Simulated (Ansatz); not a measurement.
NbS3⁻, relaxed as a singlet with RKS PBE-D4/def2-SVPD in Ansatz, starting from the GFN2-xTB geometry. Force threshold 0.02 eV/Å.

In the def2 sets Nb takes a core potential; there is no spin–orbit coupling. The restricted singlet is unstable towards broken spin symmetry in Hartree–Fock (as tested in another run); at PBE-D4/def2-SVPD this wasn't settled. The relaxation made no stability test and no search for a lower SCF solution. No other spin state of charge -1 was run. Another isomer (singlet) lies 3.63 eV lower at PBE0-D4/def2-TZVPD; other spin states weren't run for this one.

Start:

```xyz
4

Nb    1.412   -0.217   -0.210
S    -0.598    0.473   -1.353
S     1.494   -0.811    1.947
S    -2.308    0.555   -0.385
```

| step | energy (eV) | largest force component (eV/Å) | SCF passes |
| --- | --- | --- | --- |
| 1 | -34035.6872 | 1.649 | 42 |
| 2 | -34036.1303 | 0.870 | 30 |
| 3 | -34036.2018 | 0.394 | 30 |
| 4 | -34036.2111 | 0.174 | 24 |
| 5 | -34036.2166 | 0.058 | 24 |
| 6 | -34036.2168 | 0.007 | 25 |

Force components are those of the run's own axes.

End:

```xyz
4

Nb    1.469   -0.216   -0.266
S    -0.519    0.369   -1.010
S     1.509   -0.781    1.827
S    -2.460    0.627   -0.552
```

By distances, no bond broke or formed. The bond that changes most is Nb1–S2, from 2.41 to 2.20 Å (atoms count from 1).

No frequencies were taken in this run, so the end may be a saddle point.

Run time 5.5 s (4 threads of Arm Neoverse V2 on a shared host).
